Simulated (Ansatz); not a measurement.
Reaction (silylene loss): `C[O][GeH]([CH3])[SiH3]` → `C[O][GeH2][CH3]` + `[SiH2]`

Isolated molecules relaxed with PBE0-D4/def2-TZVP in Ansatz; ΔE leaves out vibrations. CCSD(T)/CBS adds triple-zeta CCSD(T) − MP2 to the extrapolated MP2 energy (def2 sets, frozen cores). This one scheme is used for every species. DFT in def2-TZVPP. For Ge outer-core shells are correlated without core-valence functions, which leaves a few kJ/mol of doubt a bond. Scalar relativity is left out up to krypton. One conformer a species, not always the lowest.

`C[O][GeH]([CH3])[SiH3]`:

Cartesian coordinates in Å:
```
C -0.749 -0.294 -2.233
O -0.229 0.639 -1.322
Ge -0.377 0.299 0.431
C 0.236 1.936 1.280
Si 0.939 -1.624 0.981
H -1.822 -0.473 -2.078
H -0.614 0.103 -3.242
H -0.233 -1.263 -2.180
H -1.878 0.032 0.719
H 0.157 1.858 2.366
H 1.277 2.124 1.014
H -0.374 2.772 0.938
H 0.509 -2.812 0.196
H 0.784 -1.938 2.428
H 2.375 -1.360 0.702
```

`C[O][GeH2][CH3]`:

Cartesian coordinates in Å:
```
C -0.473 -1.993 0.688
O 0.319 -0.846 0.519
Ge -0.360 0.524 -0.400
C 1.028 1.874 -0.383
H 0.098 -2.721 1.270
H -0.738 -2.459 -0.271
H -1.404 -1.779 1.231
H -0.704 0.025 -1.822
H -1.658 0.978 0.305
H 1.930 1.482 -0.854
H 0.704 2.763 -0.927
H 1.258 2.153 0.645
```

`[SiH2]`:

```xyz
3

Si   -0.395   -0.584    0.096
H    -0.382    0.539   -0.937
H     0.778    0.045    0.841
```

Is it downhill or uphill in electronic energy at CCSD(T)/CBS, and by how much? (An estimate is asked.)

Ansatz gave: Uphill: ΔE = +249.1 kJ/mol.

What do these levels give: CAM-B3LYP-D4, ωB97M-V, B2PLYP, BLYP, SCS-MP2/def2-QZVPP, MP2/CBS(def2)? (Best estimate.)

Ansatz gave: CAM-B3LYP-D4 250.0, ωB97M-V 242.0, B2PLYP 242.3, BLYP 222.0, SCS-MP2/def2-QZVPP 248.8, MP2/CBS(def2) 265.4 kJ/mol.

Largest T1 diagnostic among the species: 0.014.

At CCSD(T), def2-SVP lies −19.1 kJ/mol from the extrapolated value and def2-TZVPP −6.6 kJ/mol. In def2-TZVPP, CCSD(T) changes the Hartree–Fock value by +23.5 kJ/mol (the triples alone add +5.9 kJ/mol) and MP2 by +39.8 kJ/mol.
